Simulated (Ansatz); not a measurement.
`CC[SiH2][SiH2]F` + `OCF` → `FCO[SiH2]F` + `CC[SiH3]`  (cleavage of the Si–Si bond)

Computed with Ansatz on PBE0-D4/def2-TZVP structures; ΔE is electronic, products minus reactants. CCSD(T)/CBS adds triple-zeta CCSD(T) − MP2 to the extrapolated MP2 energy (def2 sets, frozen cores). Functionals use def2-TZVPP. B3LYP here is the variant with VWN-RPA as its local correlation; programs differ in this. Each species was taken in one conformer, which may not be the lowest.

Is it downhill or uphill in electronic energy at CCSD(T)/CBS, and by how much? (Best estimate.)

Computed: Downhill: ΔE = -112.8 kJ/mol.

What do these levels give: PBE-D4, r2SCAN-D4, PBE, PBE0, B3LYP, HF/def2-TZVPP, SCS-MP2/def2-TZVPP, CCSD(T)/def2-TZVPP, HF/def2-QZVPP, SCS-MP2/def2-QZVPP, HF/CBS(def2), CCSD/CBS(def2)? (An estimate is asked.)

The calculation gave: PBE-D4 -86.8, r2SCAN-D4 -107.6, PBE -87.6, PBE0 -95.7, B3LYP -112.2, HF/def2-TZVPP -135.6, SCS-MP2/def2-TZVPP -124.2, CCSD(T)/def2-TZVPP -114.3, HF/def2-QZVPP -137.3, SCS-MP2/def2-QZVPP -123.8, HF/CBS(def2) -137.6, CCSD/CBS(def2) -115.6 kJ/mol.

Largest T1 diagnostic among the species: 0.012.

In def2-TZVPP, CCSD(T) changes the Hartree–Fock value by +21.3 kJ/mol (the triples alone add +2.8 kJ/mol) and MP2 by +14.3 kJ/mol. From PBE to PBE0 (25 % exact exchange), in def2-TZVPP and without D4, ΔE moves by −8.1 kJ/mol.
